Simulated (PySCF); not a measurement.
Simulated Si 2p region for `N[Si@H]1CCC[SiH2]1`, binding energy against the vacuum level.

Every computed line was given a Gaussian of 0.6 eV full width at half maximum and an area set by the number of equivalent atoms (split 2:1 within a doublet); the highest printed point is 100. Method: delta-SCF UKS SCAN, pcX-2 on the ionised atom, pcseg-1 elsewhere, spin-free X2C in PySCF 2.14.0.

binding energy (eV), intensity and a bar:
```
    105.0          0 
    105.1          1 
    105.2          2 #
    105.3          5 #
    105.4         12 ###
    105.5         23 #######
    105.6         41 ############
    105.7         62 ###################
    105.8         82 #########################
    105.9         96 #############################
    106.0        100 ##############################
    106.1         94 ############################
    106.2         83 #########################
    106.3         72 ######################
    106.4         65 ###################
    106.5         59 ##################
    106.6         54 ################
    106.7         46 ##############
    106.8         36 ###########
    106.9         25 #######
    107.0         15 ####
    107.1          8 ##
    107.2          4 #
    107.3          1 
    107.4          0 
    107.5          0
```

How many maxima does the curve show, and how many computed lines lie under it?

The curve has 1 maximum (at 106.0 eV). Under it lie 4 lines from 2 inequivalent silicon sites, each drawn as a 2p3/2, 2p1/2 pair. At this width some lines have no maximum of their own.

Decompose the envelope and assign each component. Numbering: `[NH2:1][Si@H:2]1[CH2:3][CH2:4][CH2:5][SiH2:6]1`.

```tsv
position (eV)	relative area	line	atoms	environment
105.86	0.67	Si 2p3/2	Si6	SiH2 silicon
106.05	0.67	Si 2p3/2	Si2	SiH silicon
106.49	0.33	Si 2p1/2	Si6	SiH2 silicon
106.68	0.33	Si 2p1/2	Si2	SiH silicon
```

The 2 Si 2p3/2 values lie within 0.19 eV of each other.

The curve has no shake-up lines and no vibrational structure. The 2p values aren't plain energy differences: one relaxed spin-free 2p hole is combined with a matrix within the shell (ground-state 2p orbital-energy differences and spin–orbit coupling). 2p3/2, the mean of its two sublevels, lies a third of the splitting below the shell's mean and 2p1/2 two thirds above it; the statistical areas are 2:1. 2p1/2 minus 2p3/2 (ligand field included): Si 0.62 eV. Isolated species at its PBE0-D3(BJ)/def2-SVP geometry (one conformer only).
